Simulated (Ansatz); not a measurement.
Two isomers of C2H6BrNSi: A = `CN(C)[Si]Br`, B = `C[Si]1(Br)CN1`.

Computed with Ansatz on PBE0-D4/def2-TZVP structures; ΔE is electronic, products minus reactants. CCSD(T)/CBS adds triple-zeta CCSD(T) − MP2 to the extrapolated MP2 energy (def2 sets, frozen cores). Functionals use def2-TZVPP. B3LYP here is the variant with VWN-RPA as its local correlation; programs differ in this. For Br outer-core shells are correlated without core-valence functions, which leaves a few kJ/mol of doubt a bond. Scalar relativity is left out up to krypton. Each species was taken in one conformer, which may not be the lowest.

Task: Which isomer does CCSD(T)/CBS put lower? Give the gap. (Estimate.)

Result: Computed: A, by 7.8 kJ/mol.

Task: Give E(B) − E(A) in kJ/mol with CCSD/def2-TZVPP, ωB97M-V, B3LYP-D4, r2SCAN-D4, PBE0-D4, B3LYP, B2PLYP. (Best estimate.)

Result: The calculation gave: CCSD/def2-TZVPP 12.2, ωB97M-V 9.7, B3LYP-D4 22.0, r2SCAN-D4 -5.5, PBE0-D4 3.1, B3LYP 18.9, B2PLYP 13.4. The order is the other way round with r2SCAN-D4.

Task: Does the order hold for the free energy at 298.15 K (harmonic terms from PBE0-D4)? (Best estimate.)

Result: Ansatz gave: Too close to call: G(B) − G(A) = -0.6 kJ/mol, for one conformer each.

Largest T1 diagnostic: 0.012.

The D4 term adds +3.0 kJ/mol with B3LYP and +1.4 kJ/mol with PBE0; it sums over pairs of atoms, weighted by their polarisabilities, and B3LYP, whose exchange is more repulsive, gets the larger term. From PBE to PBE0 (25 % exact exchange), in def2-TZVPP and without D4, E(B) − E(A) moves by −8.4 kJ/mol.
